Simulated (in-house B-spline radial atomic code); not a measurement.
A fraction x of an electron is removed from 3d in the germanium ion Ge⁵⁺, starting from [Ar] 3d9 and keeping the highest spin. Method: scalar-relativistic (X2C) Hartree-Fock with fractional occupations, spin-polarised, spherical fractional occupations, Fermi nucleus of rms radius 4.0742 fm. Calculated with a radial B-spline atomic code at the basis-set limit.

Caution: exact exchange at fractional occupations of open shells leaves self-interaction of up to several eV.

```tsv
x	E(x) - E(0) (eV)	3d down level (eV)
0	0.0000	-112.017
0.01	1.1212	-112.221
0.24	27.4724	-116.932
0.28	32.1662	-117.758
0.39	45.2450	-120.042
0.5	58.5759	-122.341
0.59	69.6717	-124.233
0.67	79.6779	-125.924
0.82	98.8056	-129.116
0.9	109.2034	-130.830
1	122.3940	-132.984
```

The exact functional would give a straight line between the two integer points. Deviations E(x) - E(0) - x[E(1) - E(0)], in eV: -0.103 at x = 0.01, -1.902 at x = 0.24, -2.104 at x = 0.28, -2.489 at x = 0.39, -2.621 at x = 0.5, -2.541 at x = 0.59, -2.326 at x = 0.67, -1.557 at x = 0.82, -0.951 at x = 0.9.

The curve lies below the straight line by up to 2.621 eV (at x = 0.5): with spherically averaged exact exchange in an open shell, this holds the self-interaction named above.

Question: How well does Slater's transition state (minus the level at half occupation) give the ionisation energy?

Answer: It gives 122.341 eV against 122.394 eV from the two total energies; NIST lists 115.90 eV, ground level to ground level. The end point has an open shell averaged over its orbitals, so its exact exchange keeps a self-interaction and this is no true integer point.
